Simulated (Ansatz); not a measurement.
Compare A (`C=N/C([SiH3])=C\F`) with its isomer B (`F[SiH2]C1C=NC1`).

Program: Ansatz. Geometries: PBE0-D4/def2-TZVP. ΔE: electronic, gas phase. CCSD(T)/CBS is the MP2 limit (def2-TZVPP, def2-QZVPP) plus CCSD(T) − MP2 in def2-TZVPP, frozen cores. Functionals use def2-TZVPP. B3LYP here is the variant with VWN-RPA as its local correlation; programs differ in this. One conformer a species, not always the lowest.

A:

```xyz
12

C    -1.458    1.217    1.009
N    -0.809    1.045   -0.058
C    -0.077   -0.127   -0.260
Si    1.765    0.052   -0.521
C    -0.634   -1.328   -0.406
F    -1.953   -1.530   -0.309
H    -1.468    0.491    1.830
H    -2.035    2.132    1.131
H     2.328   -1.303   -0.762
H     2.388    0.643    0.691
H     2.043    0.936   -1.680
H    -0.091   -2.229   -0.665
```

B:

```xyz
12

F     2.321   -0.232    1.531
Si    1.173   -0.897    0.633
C     0.261    0.424   -0.314
C    -0.703    1.277    0.449
N    -1.811    0.856   -0.033
C    -1.084   -0.058   -0.940
H     0.233   -1.605    1.536
H     1.821   -1.850   -0.302
H     0.938    0.955   -0.990
H    -0.576    2.038    1.219
H    -1.213    0.201   -1.992
H    -1.358   -1.107   -0.795
```

Which is lower in electronic energy at CCSD(T)/CBS, and by how much? (An estimate is asked.)

Computed: B, by 48.1 kcal/mol.

Give E(B) − E(A) in kcal/mol with MP2/def2-TZVPP, HF/def2-TZVPP, B3LYP, r2SCAN-D4, PBE0-D4, CCSD(T)/def2-TZVPP, CCSD/def2-TZVPP. (Estimate.)

Computed: MP2/def2-TZVPP -51.1, HF/def2-TZVPP -44.5, B3LYP -41.0, r2SCAN-D4 -44.1, PBE0-D4 -46.2, CCSD(T)/def2-TZVPP -47.0, CCSD/def2-TZVPP -47.7. None reverses the order clearly.

Largest T1 diagnostic: 0.014.

In def2-TZVPP, CCSD(T) changes the Hartree–Fock value by −2.5 kcal/mol (the triples alone add +0.7 kcal/mol) and MP2 by −6.5 kcal/mol. From PBE to PBE0 (25 % exact exchange), in def2-TZVPP and without D4, E(B) − E(A) moves by −4.2 kcal/mol.
